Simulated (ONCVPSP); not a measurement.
# Reading a pseudo-wave (cobalt (Co))

Columns: radius, all-electron u(r) and pseudo u(r) of the 3d shell (level -8.46 eV) of cobalt in the configuration [Ne] 3s2 3p6 3d7 4s2; LDA (Perdew-Wang 92), scalar-relativistic, ONCV scheme, ONCVPSP 4.0.1.

```tsv
r (bohr)	all-electron	pseudo
0.062	0.0264	0.0067
0.125	0.1323	0.0518
0.188	0.2890	0.1596
0.250	0.4541	0.3263
0.312	0.6047	0.5261
0.375	0.7307	0.7196
0.438	0.8257	0.8642
0.500	0.8900	0.9425
0.562	0.9293	0.9685
0.625	0.9479	0.9657
0.688	0.9499	0.9539
0.750	0.9395	0.9397
0.812	0.9204	0.9203
0.875	0.8945	0.8945
0.938	0.8644	0.8644
1.000	0.8322	0.8322
1.062	0.7985	0.7985
1.125	0.7637	0.7637
1.188	0.7288	0.7288
1.250	0.6950	0.6950
1.312	0.6620	0.6620
1.375	0.6294	0.6294
1.438	0.5979	0.5980
1.500	0.5682	0.5682
1.562	0.5398	0.5398
1.625	0.5121	0.5122
```

(1) How many radial nodes do the two functions have?

(2) At about which radius was the pseudo-wave matched?

(3) Where does each function peak?

(4) Is the pseudo-wave norm-conserving?

Results:

(1) The all-electron 3d function has n − l − 1 = 0; the pseudo-wave has 0.

(2) 0.80 bohr, where the columns begin to agree (steps of 0.06 bohr).

(3) Outermost all-electron maximum near 0.69 bohr, pseudo maximum near 0.56 bohr (to the table’s step).

(4) Yes: the ONCV scheme keeps the norm inside the radius equal to the all-electron one, which fixes the energy derivative of the logarithmic derivative at the level.
